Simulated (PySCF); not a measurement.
How the method changes the constants of SeO⁺

State: ²Π (doublet), unpaired electrons π ↑. Set-up: PySCF, no relativity, basis sets Se pcseg-1, O pcseg-1. De refers to Se⁺ + O in their high-spin ground configurations, without counterpoise correction. The functionals are run spin-unrestricted. A positive dipole points towards O; it is taken about the centre of mass and depends on that origin. Levels whose curve was spin-contaminated or gave no clean fit are not listed.

```csv
Level,Re (Å),ωe (cm⁻¹),De (eV),μ (D),"CPU s a point (SCF and correlation, without the integrals)"
UHF-CCSD,1.617,977,2.51,n/a,n/a
UHF-CCSD(T),1.634,945,2.88,n/a,4.9
PBE,1.628,977,4.50,-1.82,0.91
r²SCAN,1.610,1020,3.76,-1.91,2.6
PBE0,1.596,1069,3.43,-2.06,1.3
B97-3,1.598,1064,3.56,-2.11,1.2
M06-2X,1.585,1116,2.87,-2.24,1.7
```

(1) Which functional lies closest to UHF-CCSD(T) in De, which farthest, and by how much do they differ from it?

(2) What does a quarter of exact exchange do here, going from PBE to PBE0?

(3) What does the triples do here, going from UHF-CCSD to UHF-CCSD(T)?

Correlated steps freeze 10 core orbitals. Correlated levels converge slowly with the basis: in double zeta they bind strong bonds too weakly, by up to about 1 eV, and carry superposition errors of some tenths. Spin–orbit coupling is left out. For an ion De counts to the pair picked by the measured ionisation energies or electron affinities, which need not be the lowest pair at this level. The state was picked by a PBE0 search and need not be the measured ground state.

The whole job (state search and all levels along the bond) took about 3.7 min on 1 thread of Arm Neoverse N1 (shared host), peak memory 0.49 GiB.

Answers

(1) Closest is M06-2X (-4.9 pm in Re, +18.1 % in ωe, -0.01 eV in De against UHF-CCSD(T) in the same basis), farthest PBE (-0.6 pm in Re, +3.4 % in ωe, +1.62 eV in De). CCSD(T) converges more slowly with the basis than the functionals do and binds too weakly in this one, so the order can change at the basis-set limit.

(2) PBE0 less PBE: -3.2 pm in Re, +9.4 % in ωe, -1.07 eV in De. Exact exchange removes part of the self-interaction that spreads semilocal densities, and in most molecules shortens and stiffens the bond and lowers De; so it does here.

(3) UHF-CCSD(T) less UHF-CCSD: +1.7 pm in Re, -3.3 % in ωe, +0.37 eV in De. Correlation nearly always deepens the well. The bond lengthens, as in strong covalent bonds, where excitations into antibonding orbitals dominate.
